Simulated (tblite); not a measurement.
Compound: C₈H₈N (doublet state).
Z-matrix (Å and degrees, GFN2-xTB geometry), rows numbered from 1:
```
C 
C   1  1.3529
C   2  1.4057  1  127.42
C   3  1.4176  2  128.06  1   -18.84
C   4  1.4102  3  124.46  2   -20.28
C   5  1.3795  4  119.26  3   179.96
N   6  1.3258  5  124.09  4     0.59
C   7  1.3265  6  117.36  5     0.71
C   8  1.3775  7  123.80  6    -0.34
H   1  1.0758  2  120.84  3  -179.98
H   1  1.0752  2  122.32  3    -3.94
H   2  1.0849  1  117.37  3   176.03
H   3  1.0828  2  116.34  1   160.56
H   5  1.0780  4  120.39  3    -3.57
H   6  1.0828  5  120.71  4   179.90
H   8  1.0825  7  115.28  6   179.15
H   9  1.0797  4  119.83  3    -0.80
```

Level: GFN2-xTB in tblite, geometry and Hessian alike; calculated harmonic values, unscaled, isolated species. Errors from tens to a few hundred cm⁻¹ against measured bands are possible. One conformer, not necessarily the lowest. Open shells enter through the occupations alone, without spin polarisation, and single modes of such species can be off by tens of per cent.

Harmonic wavenumbers (cm⁻¹): 75.7, 143.2, 150.7, 275.2, 325.4, 341.3, 446.6, 473.0, 546.8, 620.3, 644.5, 685.4, 746.4, 792.9, 837.1, 840.6, 869.5, 911.0, 922.1, 967.7, 996.8, 1006.6, 1097.4, 1118.3, 1135.3, 1199.0, 1227.3, 1275.7, 1292.4, 1310.4, 1371.6, 1389.3, 1420.5, 1443.8, 1505.9, 1541.4, 1570.3, 3027.9, 3051.2, 3053.8, 3055.0, 3083.2, 3101.9, 3117.4, 3148.5.

A = 4203, B = 1117, C = 907.0 MHz; mass 118.066 u (most abundant isotopes); point group C1, symmetry number 1; spin multiplicity 2.

Question: Zero-point energy?

Answer: ½Σν̃ = 29078 cm⁻¹ = 83.14 kcal/mol.

Question: Entropy at 500 K, 1 bar (ideal gas, RRHO, classical rotation)?

Answer: Translation 42.81, rotation 30.26, vibration 36.10, spin (R ln 2) 1.38: S = 110.5 cal/(mol K).

Question: And Cp and H(500 K) − H(0)?

Answer: Cp = 51.13 cal/(mol K), of which vibrations give 43.18 (their classical limit is 45 R = 89.4); H(500 K) − H(0) = 14.19 kcal/mol without the zero-point energy, 10.21 from vibrations.

Question: Blend soft modes into free rotors: weight 1/[1 + (100 cm⁻¹/ν̃)⁴] for the oscillator and the rest for a rotor with moment μB/(μ + B), μ = h/(8π²ν), B = 10⁻⁴⁴ kg m². What vibrational entropy results?

Answer: 34.80 cal/(mol K) in place of 36.10, which changes −T·S at 500 K by +0.65 kcal/mol.

Question: Which modes carry the vibrational entropy at 500 K?

Answer: 75.7 cm⁻¹: 5.02; 143.2 cm⁻¹: 3.76; 150.7 cm⁻¹: 3.66; 275.2 cm⁻¹: 2.50; 325.4 cm⁻¹: 2.19; 341.3 cm⁻¹: 2.10 cal/(mol K); the other 39 give 16.86 together.

Question: What must be added to the electronic energy to get the Gibbs energy at 500 K and 1 bar?

Answer: ZPE + [H(500 K) − H(0)] − T·S = 83.14 + 14.19 − 55.27 = 42.06 kcal/mol.

Question: How do the functions run with temperature in this model?

Answer: 
```csv
T (K),S (cal/(mol K)),Cp (cal/(mol K)),H − H(0) (kcal/mol),G − H(0) (kcal/mol),ln q(vib)
50,57.2,10.4,0.44,-2.42,0.15
100,65.7,14.3,1.06,-5.51,0.71
298.15,89.0,32.8,5.61,-20.92,3.92
373.15,97.2,40.3,8.36,-27.90,5.34
750,134.2,65.5,28.92,-71.76,13.06
1000,154.4,74.4,46.48,-107.90,18.07
```

q(vib) and H(0) count from the zero-point level.

Hindered rotation and anharmonicity are outside this model. Other conformers, if any are populated, would add a mixing term that is left out. The structure is chiral; the term R ln 2 for an equal mix with its mirror image is left out.

The run took 0.44 s on Arm Neoverse V2, one thread, shared host. The figure is for the frequency step alone.
